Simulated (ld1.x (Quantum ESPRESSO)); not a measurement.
**Scattering properties, PAW potential for nitrogen**

* Element: N (Z = 7)
* Generator: ld1.x (Quantum ESPRESSO) 7.5
* Type: PAW
* Functional: PBE
* Relativity: non-relativistic
* Frozen core: [He]
* Valence charge: 5
* Reference configuration: 2s2 2p3
* Partial waves: 2s (bound): rcut 0.60, rcutus 0.70 bohr; 2s channel at -0.7 Ry: rcut 0.60, rcutus 0.70 bohr; 2p (bound): rcut 1.40, rcutus 1.50 bohr; 2p channel at 0.8 Ry: rcut 1.40, rcutus 1.50 bohr; 3d channel at 0.25 Ry: rcut 1.30, rcutus 1.60 bohr; 3d channel at 2.1 Ry: rcut 1.30, rcutus 1.60 bohr
* Local potential: all-electron potential smoothed inside 0.85 bohr (lloc = -1)
* Core correction: a·sin(br)/r model core, default radius (ld1.x builds one for every PAW set, though the input has nlcc=.false.)
* Augmentation charge: PSQ, inside the norm-conserving radii

The phase is arctan(r·u′/u) with u = r·R(r), unwrapped; energies in Ry, scanned from -3 to 5 Ry. A pole is an energy at which the radial function vanishes at the test radius. The pseudo phase is shifted by a multiple of π to meet the all-electron one at the reference energy, and phase errors are pseudo minus all-electron; the curves can meet again beyond the range given. Levels narrower than the energy grid can be missing from the lists of poles.

```csv
channel,radius (bohr),reference energy (Ry),"poles, all-electron","poles, pseudo",unbroken range about the reference energy with phases within 0.05 rad,phase error 1 Ry above the reference energy (rad)
s,1.75,-1.36,-0.00,-0.00,the whole range,+0.000
p,1.75,-0.52,0.71,0.71,the whole range,-0.000
d,1.75,0.25,none,none,the whole range,-0.000
```

Note: ghost state, extra bound levels that the all-electron valence spectrum of the same l lacks: s at -105.3 eV (d not tested). A true bound ghost makes a file unfit for plane-wave use. Its overlap operator is not positive definite in a basis up to 400 Ry (lowest eigenvalue d -7.27), so the file is unfit for use: the generalised eigenproblem breaks down once the basis is large enough, and its test numbers describe a broken file.

Phases in the p channel:

| E (Ry) | all-electron | pseudo |
| --- | --- | --- |
| -3.00 | 1.185 | 1.185 |
| -2.76 | 1.159 | 1.159 |
| -2.52 | 1.128 | 1.128 |
| -2.28 | 1.088 | 1.088 |
| -2.04 | 1.036 | 1.036 |
| -1.80 | 0.964 | 0.964 |
| -1.56 | 0.859 | 0.859 |
| -1.32 | 0.694 | 0.694 |
| -1.08 | 0.417 | 0.417 |
| -0.84 | -0.039 | -0.039 |
| -0.60 | -0.584 | -0.584 |
| -0.36 | -0.988 | -0.988 |
| -0.12 | -1.228 | -1.228 |
| 0.12 | -1.375 | -1.375 |
| 0.36 | -1.473 | -1.473 |
| 0.60 | -1.543 | -1.543 |
| 0.84 | -1.598 | -1.598 |
| 1.08 | -1.642 | -1.642 |
| 1.32 | -1.681 | -1.681 |
| 1.56 | -1.716 | -1.716 |
| 1.80 | -1.749 | -1.749 |
| 2.04 | -1.781 | -1.781 |
| 2.28 | -1.814 | -1.814 |
| 2.52 | -1.848 | -1.848 |
| 2.76 | -1.886 | -1.886 |
| 3.00 | -1.927 | -1.927 |
| 3.24 | -1.975 | -1.976 |
| 3.48 | -2.032 | -2.033 |
| 3.72 | -2.102 | -2.102 |
| 3.96 | -2.189 | -2.190 |
| 4.20 | -2.301 | -2.303 |
| 4.44 | -2.450 | -2.453 |
| 4.68 | -2.647 | -2.652 |
| 4.92 | -2.900 | -2.908 |
